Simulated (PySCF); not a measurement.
# Assignment exercise: C₅H₁₂O₂Si₂

Atom-mapped SMILES (the numbers label the heavy atoms): `[CH2:1]=[CH:2][O:3][Si@:4]([OH:5])([SiH3:6])[C:7](=[CH2:8])[CH3:9]`. Hydrogens are named by the atom that carries them. Ha(C1) is cis to O3; Ha(C8) is cis to Si4; Hb(C1) is trans to O3; Hb(C8) is trans to Si4.

[PySCF 2.14: σ from GIAO-PBE0/pcSseg-1; geometry from GFN2-xTB; relativity neglected; gas phase; a single conformation; rapidly exchanging positions averaged]

δ = σ(ref) − σ, references computed at the same level: ¹³C (186.93 ppm), ¹H (31.72 ppm) vs TMS.

(1) Assign these signals to the numbered atoms. ¹³C{¹H} NMR (computed): δ 151.8 (CH), 151.0 (C), 134.5 (CH2), 100.3 (CH2), 25.1 (CH3).

(2) Assign these signals to the numbered atoms. ¹H NMR (300 MHz, computed): δ 6.92 (m, 1H), 6.10 (m, 1H), 6.02 (m, 1H), 4.91 (m, 1H), 4.54 (m, 1H), 3.33 (s, 3H), 2.02 (br s, 1H), 1.91 (s, 3H).

## Answers

(1) 
```tsv
δ (ppm)	atoms	environment	reason
151.8	C2	alkene carbon bearing oxygen	an sp2 carbon further deshielded by the attached heteroatom
151.0	C7	fully substituted alkene carbon	as expected for a trigonal carbon in a double bond
134.5	C8	terminal =CH2 carbon	as expected for a trigonal carbon in a double bond
100.3	C1	β carbon of an enol-ether or enamine type C=C	the O or N lone pair pushes π density onto this β carbon and shields it
25.1	C9	allylic methyl carbon	aliphatic region, no heteroatom directly attached
```

C2 and C7 lie closer than the usual error of such a calculation, so a measured spectrum could show them in the other order.

(2) 
6.92 → H(C2), hydrogen on an alkene carbon bearing oxygen: olefinic region
6.10 → Hb(C8), hydrogen on a terminal =CH2 carbon: olefinic region
6.02 → Ha(C8), hydrogen on a terminal =CH2 carbon
4.91 → Ha(C1), hydrogen on a β carbon of an enol-ether or enamine type C=C: lone-pair donation from O or N shields it, upfield of ordinary alkene protons
4.54 → Hb(C1), hydrogen on a β carbon of an enol-ether or enamine type C=C
3.33 → H(Si6), hydrogen on a silicon bonded to Si
2.02 → H(O5), hydrogen on an oxygen bonded to Si: exchangeable; this is the value without hydrogen bonding to other molecules
1.91 → H(C9), hydrogen on an allylic methyl carbon: allylic position

Hb(C8) and Ha(C8); H(O5) and H(C9) lie closer than the usual error of such a calculation, so a measured spectrum could show them in the other order.

Exchangeable OH/NH protons stand at their gas-phase positions; hydrogen bonding in a real sample shifts them, mostly to higher δ. Shifts are as computed. Against solution values, carbons near 30 ppm lie about +3 ppm off and those near 130 ppm about +5 ppm. Of 1211 compounds with measured shifts, 218 miss one by over three times the rms of a fit or turn the order of signals round; such compounds aren't used in these exercises. No couplings were computed; multiplicities are counted from neighbouring protons, with m where these are inequivalent, close in shift, in a saturated or five-membered ring or joined by F or P, and br s for small geminal =CH2 splittings.
